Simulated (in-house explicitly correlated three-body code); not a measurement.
Computed with an exponentially correlated three-body code. Model: two electrons around a point charge, non-relativistic, variational in 260 exponentially correlated functions (energies converged to about 1e-7 hartree, or 1e-8 relative for large Z).

Command:
```bash
python run_hyl.py task.json out
```
Settings (lengths in bohr, energies in hartree):
```
Z                      1.5
nuclear_mass           50
interaction_strength   1
functions              260
states_tried           13
```

Time taken, with all properties: 64 s on 1 thread of Arm Neoverse N1, on a shared host.

**Those bound S and P states to n = 4 that converged, binding against the one-electron ion.**

Given: nuclear charge 1.5; mass of the centre 50 electron masses.

Computed: one-electron threshold -1.10294118 hartree.

| term | energy (hartree) | binding (eV) |
| --- | --- | --- |
| 1 1S | -1.43479269 | 9.0301 |
| 2 3S | -1.15449235 | 1.4028 |
| 2 1S | -1.14348857 | 1.1034 |
| 2 3P | ? | ? |
| 2 1P | -1.13344732 | 0.83011 |
| 3 3S | -1.12178373 | 0.51273 |
| 3 1S | -1.11918311 | 0.44197 |
| 3 3P | ? | ? |
| 3 1P | -1.1165007 | 0.36897 |
| 4 3S | -1.11265197 | 0.26424 |
| 4 1S | -1.11165934 | 0.23723 |
| 4 3P | -1.11084888 | 0.21518 |
| 4 1P | -1.11057449 | 0.20771 |

**Question.** What belongs in the row 2 3P?

**Answer.** energy (hartree): -1.13535932; binding (eV): 0.88214.

**Question.** What belongs in the row 3 3P?

**Answer.** energy (hartree): -1.11713248; binding (eV): 0.38617.

**Converged states only, values per electron or pair.**

| term | mean r (bohr) | mean r squared (bohr²) | mean inverse r (1/bohr) | mean r12 (bohr) | mean inverse r12 (1/bohr) | mean cosine | mean p1 dot p2 (bohr⁻²) | delta r1 (bohr⁻³) | delta r12 (bohr⁻³) |
| --- | --- | --- | --- | --- | --- | --- | --- | --- | --- |
| 1 1S | 1.3862 | 2.7183 | 1.1641 | 2.1513 | 0.6227 | -0.07669 | 0.083718 | 0.64208 | 0.027005 |
| 2 3S | 4.2091 | 33.157 | 0.8235 | 7.5016 | 0.16151 | -0.013499 | 0.0020019 | 0.51493 | - |
| 2 1S | ? | ? | ? | ? | ? | ? | ? | ? | ? |
| 2 3P | 5.2249 | 54.796 | 0.80143 | 9.5139 | 0.13356 | -0.016616 | -0.011206 | 0.50361 | - |
| 2 1P | 5.6527 | 64.019 | 0.79582 | 10.351 | 0.12057 | -0.0064237 | 0.0047481 | 0.50623 | 3.9179e-05 |
| 3 3S | 10.498 | 228.38 | 0.76966 | 20.012 | 0.065414 | -0.0028169 | 0.00017637 | 0.50816 | - |
| 3 1S | 12.099 | 305.92 | 0.76555 | 23.208 | 0.058281 | -0.0024372 | 0.00035879 | 0.50781 | 0.00032866 |
| 3 3P | 12.669 | 342.74 | 0.76406 | 24.35 | 0.057912 | -0.0046449 | -0.0036159 | 0.50535 | - |
| 3 1P | 13.33 | 378.99 | 0.76225 | 25.667 | 0.053759 | -0.0015301 | 0.0015101 | 0.5062 | 1.3568e-05 |
| 4 3S | 19.845 | 843.5 | 0.75348 | 38.689 | 0.035147 | -0.00092138 | -3.7712e-05 | 0.50688 | - |
| 4 1S | 22.05 | 1044.8 | 0.75187 | 43.096 | 0.032248 | -0.0008566 | 5.2373e-05 | 0.50681 | 0.00013056 |
| 4 3P | ? | ? | ? | ? | ? | ? | ? | ? | - |
| 4 1P | 24.063 | 1258.5 | 0.75049 | 47.12 | 0.030326 | -0.00052699 | 0.00059911 | 0.50618 | 5.961e-06 |

**Question.** What belongs in the row 2 1S?

**Answer.** mean r (bohr): 5.2079; mean r squared (bohr²): 52.238; mean inverse r (1/bohr): 0.80752; mean r12 (bohr): 9.4719; mean inverse r12 (1/bohr): 0.13557; mean cosine: -0.010114; mean p1 dot p2 (bohr⁻²): 0.0022722; delta r1 (bohr⁻³): 0.51255; delta r12 (bohr⁻³): 0.0012627.

**Question.** What belongs in the row 4 3P?

**Answer.** mean r (bohr): 23.176; mean r squared (bohr²): 1168.1; mean inverse r (1/bohr): 0.75127; mean r12 (bohr): 45.349; mean inverse r12 (1/bohr): 0.032107; mean cosine: -0.0018318; mean p1 dot p2 (bohr⁻²): -0.0016075; delta r1 (bohr⁻³): 0.50583.
